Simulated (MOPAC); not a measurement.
Job for MOPAC: AM1 on H2Mg (SMILES [MgH2]), a point of a bond scan (R = 2.975 Å).

```
AM1 1SCF PRECISE CHARGE=0 THREADS=1
H2Mg

Mg     0.00000000 1     0.00000000 1     0.00000000 1
H     -0.00000000 1    -0.00000000 1    -2.97461997 1
H      0.00000000 1     0.00000000 1     1.69978284 1
```

Program output:

```
*******************************************************************************
 **                                                                           **
 **                              MOPAC v23.2.5                                **
 **                                                                           **
 *******************************************************************************
 ** MOPAC's Digital Object Identifier: https://doi.org/10.5281/zenodo.6511958 **
 **                                                                           **
 ** Please cite the open-source release paper for use of this MOPAC version:  **
 ** J. E. Moussa and J. J. P. Stewart (2026)                                  **
 ** MOPAC: An open-source semiempirical molecular orbital program             **
 ** J. Open Source Softw., 11(119), 8025, https://doi.org/10.21105/joss.08025 **
 *******************************************************************************

                              AM1 CALCULATION RESULTS

 *******************************************************************************
 *  AM1        - The AM1 Hamiltonian to be used
 *
 *
 *
 *                 CHARGE ON SYSTEM = 0
 *
 *
 *
 *  PRECISE    - TIGHTER CRITERIA TO BE USED
 *  1SCF       - DO 1 SCF AND THEN STOP
 *  THREADS=1  - MULTI-THREADING NOT USED
 *  T=         - A TIME OF 172800.0 SECONDS REQUESTED
 *  DUMP=N     - RESTART FILE WRITTEN EVERY 7200.0 SECONDS REQUESTED
 *******************************************************************************
AM1 1SCF PRECISE CHARGE=0 THREADS=1
 H2Mg

   ATOM   CHEMICAL          X               Y               Z
  NUMBER   SYMBOL      (ANGSTROMS)     (ANGSTROMS)     (ANGSTROMS)

     1      Mg          0.00000000  *   0.00000000  *   0.00000000  *
     2       H         -0.00000000  *  -0.00000000  *  -2.97461997  *
     3       H          0.00000000  *   0.00000000  *   1.69978284  *



          CARTESIAN COORDINATES

    NO.       ATOM           X           Y           Z

     1        Mg          0.0000      0.0000      0.0000
     2         H         -0.0000     -0.0000     -2.9746
     3         H          0.0000      0.0000      1.6998

  H: (AM1): M.J.S. DEWAR ET AL, J. AM. CHEM. SOC. 107 3902-3909 (1985)
 Mg: (AM1): J. J. P. STEWART, J. MOL. MOD., 10, 155-164 (2004)

           Empirical Formula: H2 Mg  =     3 atoms



      MOLECULAR POINT GROUP   :   C*v


      RHF CALCULATION, NO. OF DOUBLY OCCUPIED LEVELS = 2


 -------------------------------------------------------------------------------
 AM1 1SCF PRECISE CHARGE=0 THREADS=1
 H2Mg



     1SCF WAS SPECIFIED, SO BFGS WAS NOT USED
     SCF FIELD WAS ACHIEVED


                              AM1 CALCULATION
                                                       MOPAC v23.2.5 Linux




          FINAL HEAT OF FORMATION =        116.64910 KCAL/MOL =     488.05985 KJ/MOL


          COSMO AREA              =         71.78 SQUARE ANGSTROMS
          COSMO VOLUME            =         48.77 CUBIC ANGSTROMS

          IONIZATION POTENTIAL    =          7.892339 EV
          HOMO LUMO ENERGIES (EV) =         -7.892 -0.942
          NO. OF FILLED LEVELS    =          2
          MOLECULAR WEIGHT        =         26.3208         POINT GROUP:  C*v

          MOLECULAR DIMENSIONS (Angstroms)

            Atom       Atom       Distance
            H     3    H     2     4.67440
            H     3    H     2     0.00000
           Mg     1    H     2     0.00000


          SCF CALCULATIONS        =          1





   ATOM   CHEMICAL          X               Y               Z
  NUMBER   SYMBOL      (ANGSTROMS)     (ANGSTROMS)     (ANGSTROMS)

     1      Mg          0.00000000  *   0.00000000  *   0.00000000  *
     2       H         -0.00000000  *  -0.00000000  *  -2.97461997  *
     3       H          0.00000000  *   0.00000000  *   1.69978284  *

                             CARTESIAN COORDINATES

   1   Mg        0.000000000     0.000000000     0.000000000
   2    H       -0.000000000    -0.000000000    -2.974619970
   3    H        0.000000000     0.000000000     1.699782840


           Empirical Formula: H2 Mg  =     3 atoms



      MOLECULAR POINT GROUP   :   C*v


                  EIGENVALUES
 -10.95400  -7.89234  -0.94187   2.63789   2.63789   4.34833


              NET ATOMIC CHARGES AND DIPOLE CONTRIBUTIONS

  ATOM NO.   TYPE          CHARGE      No. of ELECS.   s-Pop       p-Pop
    1         Mg           0.332284        1.6677     1.07066     0.59705
    2          H          -0.146974        1.1470     1.14697
    3          H          -0.185309        1.1853     1.18531
 DIPOLE           X         Y         Z       TOTAL
 POINT-CHG.     0.000     0.000     0.587     0.587
 HYBRID         0.000     0.000    -0.221     0.221
 SUM            0.000     0.000     0.366     0.366


          ATOMIC ORBITAL ELECTRON POPULATIONS

     Atom    s        px        py        pz
    1 Mg   1.07066   0.00000   0.00000   0.59705
    2  H   1.14697
    3  H   1.18531

 **********************
 *                    *
 * JOB ENDED NORMALLY *
 *                    *
 **********************




 == MOPAC DONE ==
```

The run finished.

Cost: around 0.020 core-seconds (rough).
